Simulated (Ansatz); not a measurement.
Geometry optimisation, Ansatz, DFT PBEsol, scalar-relativistic, plane waves, PAW.

Input:

```yaml
accuracy: low
crystal:
  lattice:
    - [5.727565, 0.0, 0.0]
    - [2.863782, 4.960217, 0.0]
    - [0.0, 0.0, 17.676537]
  atoms:
    - { symbol: Al, position: [0.1666667, 0.1666667, 0.0565722] }
    - { symbol: Al, position: [0.6666667, 0.1666667, 0.0565722] }
    - { symbol: Al, position: [0.1666667, 0.6666667, 0.0565722] }
    - { symbol: Al, position: [0.6666667, 0.6666667, 0.0565722] }
    - { symbol: Al, position: [-0.1666667, 0.3333333, 0.1888531] }
    - { symbol: Al, position: [0.3333333, 0.3333333, 0.1888531] }
    - { symbol: Al, position: [-0.1666667, 0.8333333, 0.1888531] }
    - { symbol: Al, position: [0.3333333, 0.8333333, 0.1888531] }
    - { symbol: Al, position: [0.0, 0.0, 0.321134] }
    - { symbol: Al, position: [0.5, 0.0, 0.321134] }
    - { symbol: Al, position: [0.0, 0.5, 0.321134] }
    - { symbol: Al, position: [0.5, 0.5, 0.321134] }
    - { symbol: Ga, position: [0.1496429, 0.1651015, 0.430884] }
basis:
  ecutwfc: 420.0
kpoints:
  mp_grid: { grid: [3, 3, 1] }
hamiltonian:
  xc: pbesol
  pseudopotentials: { kind: paw, azcp: { folder: soft_1 } }
scf:
  occupations: { method: fermi_dirac, width: 0.05 }
  lower_state_search: "off"
relax:
  f_tol: 0.08
  max_steps: 25
  adjacent_minimum: "off"
  constraints: [{ sites: [0, 1, 2, 3] }]
output:
  write_density: true
  write_potential: true
  elf: true
  volumetric_format: npy
```

Run as:

```bash
$ ansatz run input.yaml --threads 1 --pin off --max-ram 3072MiB --backend cpu --events-out ev --progress --plain --runs-dir out
```

Problem. Where does it end, and by what steps?

Solution. The forces met the threshold. The threshold is loose, so the end isn't yet a minimum. Limits of this set-up: coarse k mesh, thin slab, slab without dipole correction, PAW files made for another functional, low accuracy level. After 3 steps the energy has fallen by 0.120 eV; Ga13 moved furthest, 0.20 Å.

```tsv
step	energy less start (eV)	largest force component (eV/Å)	accepted
0	0.0000	0.999	yes
1	-0.1023	0.349	yes
2	-0.1089	0.173	yes
3	-0.1196	0.032	yes
```

```xyz
13
Lattice="5.7276 0.0000 0.0000 2.8638 4.9602 0.0000 0.0000 0.0000 17.6765" Properties=species:S:1:pos:R:3
Al 1.432 0.827 1.000
Al 4.296 0.827 1.000
Al 2.864 3.307 1.000
Al 5.728 3.307 1.000
Al 0.018 1.655 3.326
Al 2.878 1.652 3.318
Al 1.446 4.135 3.366
Al 4.315 4.136 3.322
Al 0.004 -0.017 5.658
Al 2.918 -0.008 5.653
Al 1.469 2.513 5.655
Al 4.332 2.483 5.795
Ga 1.476 0.833 7.759
```

Whether the end is a true minimum wasn't checked by a vibrational analysis.

Time of the run: 31 s on 1 thread of Arm Neoverse V2, with other jobs on the host, peak memory 0.56 GiB.
